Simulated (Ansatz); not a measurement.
# Molecular dynamics of C4H12OSi

Input:

```yaml
crystal:
  periodic: [false, false, false]
  atoms:
    - { symbol: C, position_ang: [-2.527492, -0.713013, 0.230541] }
    - { symbol: O, position_ang: [-1.18174, -0.468923, -0.260247] }
    - { symbol: C, position_ang: [-0.427579, 0.151594, 0.826218] }
    - { symbol: C, position_ang: [1.007915, 0.418451, 0.301365] }
    - { symbol: C, position_ang: [1.020341, 1.635601, -0.654183] }
    - { symbol: Si, position_ang: [1.691456, -1.128608, -0.534784] }
    - { symbol: H, position_ang: [-2.541781, -1.393456, 1.106897] }
    - { symbol: H, position_ang: [-3.048422, 0.222657, 0.520314] }
    - { symbol: H, position_ang: [-3.090339, -1.187764, -0.591275] }
    - { symbol: H, position_ang: [-0.389797, -0.520462, 1.712025] }
    - { symbol: H, position_ang: [-0.907124, 1.100129, 1.154385] }
    - { symbol: H, position_ang: [1.634231, 0.656235, 1.174622] }
    - { symbol: H, position_ang: [0.664409, 2.539346, -0.140981] }
    - { symbol: H, position_ang: [2.03315, 1.834217, -1.029041] }
    - { symbol: H, position_ang: [0.364787, 1.454887, -1.515989] }
    - { symbol: H, position_ang: [1.120283, -1.305437, -1.847372] }
    - { symbol: H, position_ang: [3.122649, -0.992204, -0.67586] }
    - { symbol: H, position_ang: [1.417554, -2.29195, 0.275064] }
basis:
  gaussian: { orbitals: STO-3G }
hamiltonian:
  xc: pbe0
  dispersion: d4
md:
  timestep: 0.25
  n_steps: 186
  ensemble: nve
  temperature: 700.0
  initial_velocities: maxwell_boltzmann
  seed: 164251
```

Launched with:

```bash
$ ansatz run input.yaml --threads 1 --pin off --max-ram 2048MiB --backend cpu --events-out ev --progress --plain --runs-dir out
```

It starts from a relaxed structure.

Output, in part (one step line in 2, the closing report, with atoms numbered from 0):

```
md step     0: t =     0.00 fs  T =   700.0 K  F+E_penalty+E_count = -14088.15836028 eV  E_kin = 1.447712 eV  conserved = -14086.71064829 eV  (22 SCF iters)
md step     2: t =     0.50 fs  T =   683.4 K  F+E_penalty+E_count = -14088.12394357 eV  E_kin = 1.413398 eV  conserved = -14086.71054512 eV  (25 SCF iters)
md step     4: t =     1.00 fs  T =   637.9 K  F+E_penalty+E_count = -14088.02952291 eV  E_kin = 1.319348 eV  conserved = -14086.71017447 eV  (25 SCF iters)
md step     6: t =     1.50 fs  T =   574.9 K  F+E_penalty+E_count = -14087.89870874 eV  E_kin = 1.189050 eV  conserved = -14086.70965844 eV  (25 SCF iters)
md step     8: t =     2.00 fs  T =   509.9 K  F+E_penalty+E_count = -14087.76372305 eV  E_kin = 1.054517 eV  conserved = -14086.70920585 eV  (19 SCF iters)
md step    10: t =     2.50 fs  T =   456.3 K  F+E_penalty+E_count = -14087.65269717 eV  E_kin = 0.943694 eV  conserved = -14086.70900324 eV  (19 SCF iters)
md step    12: t =     3.00 fs  T =   420.4 K  F+E_penalty+E_count = -14087.57852507 eV  E_kin = 0.869433 eV  conserved = -14086.70909166 eV  (19 SCF iters)
md step    14: t =     3.50 fs  T =   399.8 K  F+E_penalty+E_count = -14087.53626693 eV  E_kin = 0.826916 eV  conserved = -14086.70935121 eV  (19 SCF iters)
md step    16: t =     4.00 fs  T =   387.1 K  F+E_penalty+E_count = -14087.51009320 eV  E_kin = 0.800489 eV  conserved = -14086.70960468 eV  (19 SCF iters)
md step    18: t =     4.50 fs  T =   374.3 K  F+E_penalty+E_count = -14087.48385857 eV  E_kin = 0.774124 eV  conserved = -14086.70973475 eV  (19 SCF iters)
md step    20: t =     5.00 fs  T =   357.3 K  F+E_penalty+E_count = -14087.44857918 eV  E_kin = 0.738864 eV  conserved = -14086.70971533 eV  (23 SCF iters)
md step    22: t =     5.50 fs  T =   336.0 K  F+E_penalty+E_count = -14087.40450146 eV  E_kin = 0.694920 eV  conserved = -14086.70958149 eV  (19 SCF iters)
md step    24: t =     6.00 fs  T =   314.2 K  F+E_penalty+E_count = -14087.35929372 eV  E_kin = 0.649904 eV  conserved = -14086.70938934 eV  (19 SCF iters)
md step    26: t =     6.50 fs  T =   297.6 K  F+E_penalty+E_count = -14087.32462439 eV  E_kin = 0.615427 eV  conserved = -14086.70919734 eV  (19 SCF iters)
md step    28: t =     7.00 fs  T =   291.7 K  F+E_penalty+E_count = -14087.31238404 eV  E_kin = 0.603323 eV  conserved = -14086.70906083 eV  (19 SCF iters)
md step    30: t =     7.50 fs  T =   300.8 K  F+E_penalty+E_count = -14087.33104475 eV  E_kin = 0.622018 eV  conserved = -14086.70902657 eV  (19 SCF iters)
md step    32: t =     8.00 fs  T =   325.7 K  F+E_penalty+E_count = -14087.38268382 eV  E_kin = 0.673565 eV  conserved = -14086.70911901 eV  (19 SCF iters)
md step    34: t =     8.50 fs  T =   363.7 K  F+E_penalty+E_count = -14087.46148355 eV  E_kin = 0.752155 eV  conserved = -14086.70932816 eV  (20 SCF iters)
md step    36: t =     9.00 fs  T =   408.5 K  F+E_penalty+E_count = -14087.55437018 eV  E_kin = 0.844760 eV  conserved = -14086.70961024 eV  (20 SCF iters)
md step    38: t =     9.50 fs  T =   451.6 K  F+E_penalty+E_count = -14087.64384500 eV  E_kin = 0.933950 eV  conserved = -14086.70989514 eV  (25 SCF iters)
md step    40: t =    10.00 fs  T =   484.7 K  F+E_penalty+E_count = -14087.71248890 eV  E_kin = 1.002380 eV  conserved = -14086.71010907 eV  (25 SCF iters)
md step    42: t =    10.50 fs  T =   501.9 K  F+E_penalty+E_count = -14087.74816062 eV  E_kin = 1.038004 eV  conserved = -14086.71015639 eV  (25 SCF iters)
md step    44: t =    11.00 fs  T =   502.2 K  F+E_penalty+E_count = -14087.74858590 eV  E_kin = 1.038570 eV  conserved = -14086.71001636 eV  (26 SCF iters)
md step    46: t =    11.50 fs  T =   489.9 K  F+E_penalty+E_count = -14087.72290182 eV  E_kin = 1.013159 eV  conserved = -14086.70974248 eV  (26 SCF iters)
md step    48: t =    12.00 fs  T =   473.2 K  F+E_penalty+E_count = -14087.68810294 eV  E_kin = 0.978629 eV  conserved = -14086.70947420 eV  (20 SCF iters)
md step    50: t =    12.50 fs  T =   459.9 K  F+E_penalty+E_count = -14087.66055258 eV  E_kin = 0.951190 eV  conserved = -14086.70936296 eV  (20 SCF iters)
md step    52: t =    13.00 fs  T =   453.4 K  F+E_penalty+E_count = -14087.64707264 eV  E_kin = 0.937613 eV  conserved = -14086.70945980 eV  (19 SCF iters)
md step    54: t =    13.50 fs  T =   450.8 K  F+E_penalty+E_count = -14087.64193552 eV  E_kin = 0.932258 eV  conserved = -14086.70967712 eV  (20 SCF iters)
md step    56: t =    14.00 fs  T =   445.8 K  F+E_penalty+E_count = -14087.63192336 eV  E_kin = 0.922058 eV  conserved = -14086.70986547 eV  (27 SCF iters)
md step    58: t =    14.50 fs  T =   432.9 K  F+E_penalty+E_count = -14087.60517476 eV  E_kin = 0.895255 eV  conserved = -14086.70992023 eV  (27 SCF iters)
md step    60: t =    15.00 fs  T =   410.0 K  F+E_penalty+E_count = -14087.55769862 eV  E_kin = 0.847876 eV  conserved = -14086.70982279 eV  (27 SCF iters)
md step    62: t =    15.50 fs  T =   379.7 K  F+E_penalty+E_count = -14087.49486469 eV  E_kin = 0.785248 eV  conserved = -14086.70961684 eV  (20 SCF iters)
md step    64: t =    16.00 fs  T =   347.9 K  F+E_penalty+E_count = -14087.42894597 eV  E_kin = 0.719574 eV  conserved = -14086.70937243 eV  (19 SCF iters)
md step    66: t =    16.50 fs  T =   321.9 K  F+E_penalty+E_count = -14087.37486369 eV  E_kin = 0.665703 eV  conserved = -14086.70916061 eV  (19 SCF iters)
md step    68: t =    17.00 fs  T =   307.8 K  F+E_penalty+E_count = -14087.34563929 eV  E_kin = 0.636592 eV  conserved = -14086.70904763 eV  (19 SCF iters)
md step    70: t =    17.50 fs  T =   309.1 K  F+E_penalty+E_count = -14087.34840474 eV  E_kin = 0.639338 eV  conserved = -14086.70906658 eV  (19 SCF iters)
md step    72: t =    18.00 fs  T =   325.2 K  F+E_penalty+E_count = -14087.38188380 eV  E_kin = 0.672658 eV  conserved = -14086.70922581 eV  (19 SCF iters)
md step    74: t =    18.50 fs  T =   351.3 K  F+E_penalty+E_count = -14087.43611532 eV  E_kin = 0.726627 eV  conserved = -14086.70948822 eV  (19 SCF iters)
md step    76: t =    19.00 fs  T =   379.6 K  F+E_penalty+E_count = -14087.49480658 eV  E_kin = 0.785022 eV  conserved = -14086.70978409 eV  (19 SCF iters)
md step    78: t =    19.50 fs  T =   401.2 K  F+E_penalty+E_count = -14087.53975246 eV  E_kin = 0.829723 eV  conserved = -14086.71002922 eV  (26 SCF iters)
md step    80: t =    20.00 fs  T =   409.0 K  F+E_penalty+E_count = -14087.55610486 eV  E_kin = 0.845956 eV  conserved = -14086.71014894 eV  (26 SCF iters)
md step    82: t =    20.50 fs  T =   399.9 K  F+E_penalty+E_count = -14087.53707001 eV  E_kin = 0.826974 eV  conserved = -14086.71009596 eV  (26 SCF iters)
md step    84: t =    21.00 fs  T =   375.6 K  F+E_penalty+E_count = -14087.48676213 eV  E_kin = 0.776893 eV  conserved = -14086.70986886 eV  (26 SCF iters)
md step    86: t =    21.50 fs  T =   343.6 K  F+E_penalty+E_count = -14087.42006708 eV  E_kin = 0.710538 eV  conserved = -14086.70952949 eV  (19 SCF iters)
md step    88: t =    22.00 fs  T =   314.0 K  F+E_penalty+E_count = -14087.35853200 eV  E_kin = 0.649326 eV  conserved = -14086.70920648 eV  (19 SCF iters)
md step    90: t =    22.50 fs  T =   296.5 K  F+E_penalty+E_count = -14087.32229566 eV  E_kin = 0.613241 eV  conserved = -14086.70905448 eV  (19 SCF iters)
md step    92: t =    23.00 fs  T =   295.7 K  F+E_penalty+E_count = -14087.32075738 eV  E_kin = 0.611596 eV  conserved = -14086.70916142 eV  (19 SCF iters)
md step    94: t =    23.50 fs  T =   308.5 K  F+E_penalty+E_count = -14087.34747442 eV  E_kin = 0.638004 eV  conserved = -14086.70947088 eV  (19 SCF iters)
md step    96: t =    24.00 fs  T =   325.8 K  F+E_penalty+E_count = -14087.38353460 eV  E_kin = 0.673721 eV  conserved = -14086.70981407 eV  (20 SCF iters)
md step    98: t =    24.50 fs  T =   337.3 K  F+E_penalty+E_count = -14087.40760482 eV  E_kin = 0.697580 eV  conserved = -14086.71002445 eV  (20 SCF iters)
md step   100: t =    25.00 fs  T =   336.5 K  F+E_penalty+E_count = -14087.40604454 eV  E_kin = 0.696016 eV  conserved = -14086.71002890 eV  (20 SCF iters)
md step   102: t =    25.50 fs  T =   322.9 K  F+E_penalty+E_count = -14087.37771927 eV  E_kin = 0.667867 eV  conserved = -14086.70985271 eV  (19 SCF iters)
md step   104: t =    26.00 fs  T =   301.3 K  F+E_penalty+E_count = -14087.33279789 eV  E_kin = 0.623219 eV  conserved = -14086.70957855 eV  (19 SCF iters)
md step   106: t =    26.50 fs  T =   279.7 K  F+E_penalty+E_count = -14087.28784260 eV  E_kin = 0.578540 eV  conserved = -14086.70930221 eV  (19 SCF iters)
md step   108: t =    27.00 fs  T =   266.3 K  F+E_penalty+E_count = -14087.25982467 eV  E_kin = 0.550719 eV  conserved = -14086.70910566 eV  (19 SCF iters)
md step   110: t =    27.50 fs  T =   266.8 K  F+E_penalty+E_count = -14087.26090220 eV  E_kin = 0.551862 eV  conserved = -14086.70904057 eV  (19 SCF iters)
md step   112: t =    28.00 fs  T =   283.3 K  F+E_penalty+E_count = -14087.29508146 eV  E_kin = 0.585961 eV  conserved = -14086.70912003 eV  (19 SCF iters)
md step   114: t =    28.50 fs  T =   313.3 K  F+E_penalty+E_count = -14087.35729876 eV  E_kin = 0.647977 eV  conserved = -14086.70932146 eV  (19 SCF iters)
md step   116: t =    29.00 fs  T =   350.7 K  F+E_penalty+E_count = -14087.43484369 eV  E_kin = 0.725249 eV  conserved = -14086.70959479 eV  (19 SCF iters)
md step   118: t =    29.50 fs  T =   387.1 K  F+E_penalty+E_count = -14087.51054825 eV  E_kin = 0.800674 eV  conserved = -14086.70987461 eV  (20 SCF iters)
md step   120: t =    30.00 fs  T =   414.3 K  F+E_penalty+E_count = -14087.56693680 eV  E_kin = 0.856842 eV  conserved = -14086.71009491 eV  (20 SCF iters)
md step   122: t =    30.50 fs  T =   425.7 K  F+E_penalty+E_count = -14087.59053119 eV  E_kin = 0.880336 eV  conserved = -14086.71019515 eV  (25 SCF iters)
md step   124: t =    31.00 fs  T =   418.5 K  F+E_penalty+E_count = -14087.57560859 eV  E_kin = 0.865473 eV  conserved = -14086.71013589 eV  (25 SCF iters)
md step   126: t =    31.50 fs  T =   394.9 K  F+E_penalty+E_count = -14087.52656921 eV  E_kin = 0.816652 eV  conserved = -14086.70991716 eV  (20 SCF iters)
md step   128: t =    32.00 fs  T =   361.7 K  F+E_penalty+E_count = -14087.45764632 eV  E_kin = 0.748042 eV  conserved = -14086.70960397 eV  (20 SCF iters)
md step   130: t =    32.50 fs  T =   328.4 K  F+E_penalty+E_count = -14087.38859788 eV  E_kin = 0.679273 eV  conserved = -14086.70932526 eV  (20 SCF iters)
md step   132: t =    33.00 fs  T =   303.4 K  F+E_penalty+E_count = -14087.33678232 eV  E_kin = 0.627572 eV  conserved = -14086.70921042 eV  (20 SCF iters)
md step   134: t =    33.50 fs  T =   290.2 K  F+E_penalty+E_count = -14087.30947872 eV  E_kin = 0.600183 eV  conserved = -14086.70929606 eV  (20 SCF iters)
md step   136: t =    34.00 fs  T =   286.3 K  F+E_penalty+E_count = -14087.30170470 eV  E_kin = 0.592205 eV  conserved = -14086.70949949 eV  (20 SCF iters)
md step   138: t =    34.50 fs  T =   285.9 K  F+E_penalty+E_count = -14087.30101207 eV  E_kin = 0.591322 eV  conserved = -14086.70968998 eV  (20 SCF iters)
md step   140: t =    35.00 fs  T =   283.1 K  F+E_penalty+E_count = -14087.29529083 eV  E_kin = 0.585513 eV  conserved = -14086.70977797 eV  (20 SCF iters)
md step   142: t =    35.50 fs  T =   275.0 K  F+E_penalty+E_count = -14087.27841927 eV  E_kin = 0.568674 eV  conserved = -14086.70974555 eV  (20 SCF iters)
md step   144: t =    36.00 fs  T =   262.1 K  F+E_penalty+E_count = -14087.25169501 eV  E_kin = 0.542070 eV  conserved = -14086.70962535 eV  (20 SCF iters)
md step   146: t =    36.50 fs  T =   247.8 K  F+E_penalty+E_count = -14087.22202759 eV  E_kin = 0.512557 eV  conserved = -14086.70947106 eV  (21 SCF iters)
md step   148: t =    37.00 fs  T =   236.6 K  F+E_penalty+E_count = -14087.19869817 eV  E_kin = 0.489364 eV  conserved = -14086.70933430 eV  (20 SCF iters)
md step   150: t =    37.50 fs  T =   232.5 K  F+E_penalty+E_count = -14087.19004342 eV  E_kin = 0.480787 eV  conserved = -14086.70925672 eV  (20 SCF iters)
md step   152: t =    38.00 fs  T =   237.7 K  F+E_penalty+E_count = -14087.20085358 eV  E_kin = 0.491595 eV  conserved = -14086.70925905 eV  (20 SCF iters)
md step   154: t =    38.50 fs  T =   252.2 K  F+E_penalty+E_count = -14087.23097600 eV  E_kin = 0.521636 eV  conserved = -14086.70934045 eV  (23 SCF iters)
md step   156: t =    39.00 fs  T =   273.6 K  F+E_penalty+E_count = -14087.27533197 eV  E_kin = 0.565852 eV  conserved = -14086.70948037 eV  (20 SCF iters)
md step   158: t =    39.50 fs  T =   297.7 K  F+E_penalty+E_count = -14087.32525902 eV  E_kin = 0.615616 eV  conserved = -14086.70964286 eV  (20 SCF iters)
md step   160: t =    40.00 fs  T =   319.6 K  F+E_penalty+E_count = -14087.37075877 eV  E_kin = 0.660971 eV  conserved = -14086.70978729 eV  (20 SCF iters)
md step   162: t =    40.50 fs  T =   335.2 K  F+E_penalty+E_count = -14087.40302712 eV  E_kin = 0.693149 eV  conserved = -14086.70987837 eV  (20 SCF iters)
md step   164: t =    41.00 fs  T =   341.8 K  F+E_penalty+E_count = -14087.41676409 eV  E_kin = 0.706878 eV  conserved = -14086.70988596 eV  (20 SCF iters)
md step   166: t =    41.50 fs  T =   339.5 K  F+E_penalty+E_count = -14087.41199226 eV  E_kin = 0.702197 eV  conserved = -14086.70979561 eV  (20 SCF iters)
md step   168: t =    42.00 fs  T =   331.3 K  F+E_penalty+E_count = -14087.39479536 eV  E_kin = 0.685167 eV  conserved = -14086.70962850 eV  (20 SCF iters)
md step   170: t =    42.50 fs  T =   322.2 K  F+E_penalty+E_count = -14087.37574285 eV  E_kin = 0.666283 eV  conserved = -14086.70945976 eV  (20 SCF iters)
md step   172: t =    43.00 fs  T =   317.1 K  F+E_penalty+E_count = -14087.36521740 eV  E_kin = 0.655827 eV  conserved = -14086.70939053 eV  (19 SCF iters)
md step   174: t =    43.50 fs  T =   318.2 K  F+E_penalty+E_count = -14087.36746463 eV  E_kin = 0.657992 eV  conserved = -14086.70947258 eV  (20 SCF iters)
md step   176: t =    44.00 fs  T =   323.0 K  F+E_penalty+E_count = -14087.37767534 eV  E_kin = 0.668021 eV  conserved = -14086.70965471 eV  (20 SCF iters)
md step   178: t =    44.50 fs  T =   326.5 K  F+E_penalty+E_count = -14087.38497381 eV  E_kin = 0.675155 eV  conserved = -14086.70981918 eV  (26 SCF iters)
md step   180: t =    45.00 fs  T =   323.7 K  F+E_penalty+E_count = -14087.37932931 eV  E_kin = 0.669460 eV  conserved = -14086.70986892 eV  (26 SCF iters)
md step   182: t =    45.50 fs  T =   313.2 K  F+E_penalty+E_count = -14087.35743645 eV  E_kin = 0.647655 eV  conserved = -14086.70978160 eV  (26 SCF iters)
md step   184: t =    46.00 fs  T =   297.2 K  F+E_penalty+E_count = -14087.32424443 eV  E_kin = 0.614640 eV  conserved = -14086.70960451 eV  (26 SCF iters)
md step   186: t =    46.50 fs  T =   280.9 K  F+E_penalty+E_count = -14087.29031174 eV  E_kin = 0.580897 eV  conserved = -14086.70941424 eV  (22 SCF iters)
Total energy: -14087.29033390 eV, -517.6983710623 hartree
Atom 0 at    -2.677641    -0.665556     0.312913 Å, force    -1.640634    -0.220355    -1.185926 eV/Å
Atom 1 at    -1.305130    -0.630304    -0.216623 Å, force    -1.580175     0.538994     0.468047 eV/Å
Atom 2 at    -0.572407     0.189137     0.721383 Å, force     1.834354     0.959969     0.551208 eV/Å
Atom 3 at     0.915134     0.338949     0.248393 Å, force     1.357025     1.056222     1.479557 eV/Å
Atom 4 at     1.213997     1.630471    -0.583108 Å, force    -0.394692    -0.302248     0.821718 eV/Å
Atom 5 at     1.831910    -1.071059    -0.570810 Å, force    -1.812196    -0.432005    -0.355216 eV/Å
Atom 6 at    -2.802654    -0.887717     1.373524 Å, force     0.682258    -0.019196     0.777424 eV/Å
Atom 7 at    -3.368238     0.202455     0.116239 Å, force     1.269814     0.240655     0.026066 eV/Å
Atom 8 at    -3.238272    -1.468157    -0.189459 Å, force     0.454028    -0.489056    -0.344378 eV/Å
Atom 9 at    -0.523207    -0.331476     1.728322 Å, force    -0.422053     0.661591    -0.579177 eV/Å
Atom 10 at    -0.898498     1.288439     0.846897 Å, force    -0.479453    -1.691950    -0.016077 eV/Å
Atom 11 at     1.464458     0.612125     1.205493 Å, force    -0.669042    -1.094139    -0.860878 eV/Å
Atom 12 at     1.868368     2.249316     0.028403 Å, force     0.541684     0.260876    -0.303710 eV/Å
Atom 13 at     1.661753     1.441277    -1.553777 Å, force     0.083159     0.084376    -0.412378 eV/Å
Atom 14 at     0.308951     2.200463    -0.681540 Å, force    -0.847837     0.538029    -0.594265 eV/Å
Atom 15 at     1.217794    -1.449138    -1.842826 Å, force     0.190105     0.105790     0.473330 eV/Å
Atom 16 at     3.115342    -0.598787    -0.818528 Å, force     1.450157     0.481264    -0.311412 eV/Å
Atom 17 at     1.931763    -2.188987     0.293351 Å, force    -0.016502    -0.678820     0.366066 eV/Å
Dipole moment:    -0.080340     0.118468     0.219828 e Å
```

All steps were run. The conserved energy stayed within 0.091 meV per atom of its start (net change 0.069 meV per atom), so the integration is sound. A run of 0.046 ps of so small a system gives no equilibrium averages. Limits of this set-up: minimal basis.

The same pairs are bonded in the first frame and the last. Pairs count as bonded within 1.25 times the sum of covalent radii (0.12 Å more for H–H).

Last frame:

```xyz
18
Properties=species:S:1:pos:R:3
C -2.678 -0.666 0.313
O -1.305 -0.630 -0.217
C -0.572 0.189 0.721
C 0.915 0.339 0.248
C 1.214 1.631 -0.583
Si 1.832 -1.071 -0.571
H -2.803 -0.888 1.373
H -3.368 0.203 0.116
H -3.238 -1.468 -0.190
H -0.523 -0.332 1.728
H -0.898 1.288 0.847
H 1.464 0.612 1.206
H 1.868 2.249 0.028
H 1.662 1.441 -1.554
H 0.309 2.200 -0.681
H 1.218 -1.449 -1.843
H 3.115 -0.599 -0.819
H 1.932 -2.189 0.293
```

Run time: 13 min on 1 thread of Arm Neoverse V1 (shared host), peak memory 0.13 GiB.
